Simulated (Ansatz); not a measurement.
## Which is lower?

The two ends of one reaction step of Si₂H₇BrO, singlet (PBE0-D4/def2-TZVP).

A:

```csv
atom,x (Å),y (Å),z (Å)
Si1,0.1417,-1.5611,0.4561
H2,1.6675,1.5583,1.6288
O3,-0.7887,-0.2751,0.1432
Si4,-1.1624,0.9479,-0.8887
H5,0.6264,-1.4934,1.8495
H6,-0.6044,-2.8085,0.1859
H7,2.0452,1.2609,1.0573
Br8,1.9217,-1.5641,-0.8746
H9,-1.9992,1.9174,-0.1429
H10,-1.9237,0.4108,-2.0445
H11,0.0758,1.6071,-1.3700
```

B:

Si1  (0.160, -0.612, 1.463)
H2  (1.586, -0.200, 1.613)
O3  (-0.593, 0.424, 0.458)
Si4  (-1.303, 0.679, -0.996)
H5  (-0.486, -0.565, 2.797)
H6  (0.121, -1.996, 0.925)
H7  (2.556, 0.053, -0.281)
Br8  (2.535, -0.067, -1.700)
H9  (-2.730, 1.025, -0.770)
H10  (-1.221, -0.547, -1.829)
H11  (-0.625, 1.805, -1.681)
(Å)

Ansatz 0.2.0; basis: def2-TZVPP; cores frozen in the correlated methods. Filled d shells of the heavier atoms are correlated. The def2 sets are not built for correlating such inner shells, so the correlated values are less sure here. B3LYP uses VWN-RPA correlation.

**Question.** Which structure is lower at CCSD(T), and by how much? (Judge from chemistry; the value comes from the calculation.)

**Answer.** By the calculation: A, by 76.1 kJ/mol (electronic energy, against the other). By their contacts, A is a complex of Si₂H₅BrO ([SiH3][O][SiH2][Br]) + H₂ and B is a complex of Si₂H₆O ([SiH3][O][SiH3]) + HBr.

All methods give the same order:

```json
{"method": "SPW92", "E(B) − E(A) (kJ/mol)": "73.2"}
{"method": "PBE-D4", "E(B) − E(A) (kJ/mol)": "81.0"}
{"method": "BLYP-D4", "E(B) − E(A) (kJ/mol)": "78.2"}
{"method": "r2SCAN-D4", "E(B) − E(A) (kJ/mol)": "85.0"}
{"method": "B97M-V", "E(B) − E(A) (kJ/mol)": "75.7"}
{"method": "PBE0-D4", "E(B) − E(A) (kJ/mol)": "81.1"}
{"method": "B3LYP-D4", "E(B) − E(A) (kJ/mol)": "78.0"}
{"method": "r2SCAN0-D4", "E(B) − E(A) (kJ/mol)": "84.3"}
{"method": "BHLYP-D4", "E(B) − E(A) (kJ/mol)": "78.2"}
{"method": "CAM-B3LYP-D4", "E(B) − E(A) (kJ/mol)": "73.9"}
{"method": "wB97X-V", "E(B) − E(A) (kJ/mol)": "78.9"}
{"method": "wB97M-V", "E(B) − E(A) (kJ/mol)": "81.3"}
{"method": "B2PLYP", "E(B) − E(A) (kJ/mol)": "78.7"}
{"method": "PBE-QIDH", "E(B) − E(A) (kJ/mol)": "83.1"}
{"method": "RPA on PBE", "E(B) − E(A) (kJ/mol)": "71.2"}
{"method": "HF", "E(B) − E(A) (kJ/mol)": "74.0"}
{"method": "MP2", "E(B) − E(A) (kJ/mol)": "85.6"}
{"method": "CCSD", "E(B) − E(A) (kJ/mol)": "73.8"}
{"method": "CCSD(T)", "E(B) − E(A) (kJ/mol)": "76.1"}
```

The T1 diagnostic stays at or below 0.010.

Labels in which every atom is bracketed show which atoms are joined, not bond orders.

For scale, one of the runs: CCSD(T)/def2-TZVPP, 261 basis functions, launched by `ansatz run in.yaml --threads 8 --pin off --events-out ev --progress --plain --max-ram 19148MiB`. The run took 88 s on 8 CPU threads of an AMD EPYC 7B13 (shared host), with 5.9 GiB of host memory at its peak.
